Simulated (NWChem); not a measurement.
System: BH3SO; SMILES OBS

The following NWChem deck was run.

```
start job
memory heap 200 mb stack 900 mb global 1100 mb
geometry units angstroms noautoz
  B     -0.567755    -0.603274     0.000000
  H     -1.750495    -0.742800     0.000000
  O      0.198356    -1.721299     0.000000
  H      1.153664    -1.559309     0.000000
  S      0.028503     1.122966     0.000000
  H      1.363129     0.893575     0.000000
end
basis spherical
  B library def2-svp
  H library def2-svp
  O library def2-svp
  S library def2-svp
end
dft
  xc m06-l
  iterations 150
  mulliken
end
task dft energy
```

The geometry was optimised at B3LYP/6-31G* (spherical d).

### Question
Predict the main results of this run. (M06-L/def2-SVP.) Quantities: energy (Ha); highest occupied level (eV); orbital gap (eV); dipole (D).

### Answer
* **energy (Ha)**: -499.93
* **highest occupied level (eV)**: -6.81
* **orbital gap (eV)**: 6.43
* **dipole (D)**: 2.41
